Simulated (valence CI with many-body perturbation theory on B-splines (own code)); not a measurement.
Mo²⁸⁺ in three bases

Computed by valence CI with perturbative core correlation (CI+MBPT): four valence electrons over a frozen Dirac-Fock core [Ne], a basis of 9 s, 9 p, 8 d, 6 f, 3 g, 1 h functions for each j, with the one-electron correlation potential Σ1, the two-electron term Σ2, the three-electron term Σ3, Breit, model QED; selected CI, second order for the rest, scaled by the run's own slope (own B-spline code, finite nucleus).

No measured spectrum was set against this ion. As an estimate, large intervals hold to a few tenths of a per cent, small ones and those within an open d or f shell to about a per cent.

The reference run has the lowest level (3s^2 3p1/2^2) J=0 and an ionisation energy of 1535.57 eV. Its largest variational space holds 20208 state functions.

Levels are named by their leading jj configuration (3d3/2^4 stands for four electrons in 3d with j = 3/2), which in mixed levels can hold well under half, so a name can repeat and another be missing. Letters in brackets count levels of one name in rising energy.

Changed runs:
A. basis 6 s, 6 p, 5 d, 3 f, 1 g
B. basis 5 s, 5 p, 4 d, 2 f

Excitation energies of the reference run in cm⁻¹, and shifts in cm⁻¹:

| Level | Reference | A | B |
| --- | --- | --- | --- |
| (3s^2 3p1/2 3p3/2) J=1 | 161682 | -61 | -174 |
| (3s^2 3p1/2 3p3/2) J=2 | 197013 | +23 | +119 |
| (3s^2 3p3/2^2) J=2 | 385452 | +7.4 | +80 |
| (3s^2 3p3/2^2) J=0 | 469141 | +127 | +407 |
| (3s 3p1/2^2 3p3/2) J=2 | 698460 | -185 | -565 |
| (3s 3p1/2^2 3p3/2) J=1 | 819832 | +2.5 | +34 |
| (3s 3p1/2 3p3/2^2) J=2 | 869263 | -95 | -275 |
| (3s 3p1/2 3p3/2^2) J=3 | 921566 | -48 | -119 |
| (3s^2 3p1/2 3d3/2) J=2 [a] | 979771 | +73 | +102 |
| (3s 3p1/2 3p3/2^2) J=0 | 999367 | +30 | +143 |
| (3s 3p1/2 3p3/2^2) J=1 [a] | 1018730 | +15 | +84 |
| (3s^2 3p1/2 3d3/2) J=2 [b] | 1068300 | +162 | +460 |
| Ionisation energy (eV) | 1535.57 | -0.027 | -0.08 |
